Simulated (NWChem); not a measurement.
Species: MgSiH3Cl; SMILES [SiH3][Mg][Cl]

All runs: NWChem. Structure relaxed at the PBE0/def2-SVP level. Ions are spin-unrestricted doublets at the neutral geometry; other ion states weren't tried.

For level PBE0/def2-SVP:

```yaml
vertical ionisation energy, ΔSCF (eV): 9.66
"−ε(HOMO) (eV)": 7.54
```

Task: Estimate the same quantities for level PBE/def2-SVP.

Result: 
| Item | Result |
|---|---|
| vertical ionisation energy, ΔSCF (eV) | 9.44 |
| −ε(HOMO) (eV) | 6.51 |
